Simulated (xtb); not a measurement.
BiF3 (SMILES [F][Bi]([F])[F]), singlet, at a GFN2-xTB geometry (such geometries of metal compounds can be far from the true shape).

The xtb input:
```
$ xtb mol.xyz --gfn 0 --chrg 0 --uhf 0 --json

# file mol.xyz
4

Bi     0.00283361    -0.00403046     0.27310711
F     -1.35263607    -1.00980650    -0.84069305
F     -0.22186672     1.68716206    -0.81262393
F      1.54837061    -0.64018572    -0.86533751
```

What does this run give for the total energy, partial charges in atom order, HOMO-LUMO gap?


```yaml
total_energy: -14.2324 Eh
partial_charges_in_atom_order: Bi1 0.47, F2 -0.16, F3 -0.16, F4 -0.16
HOMO-LUMO gap: 8.54 eV
```
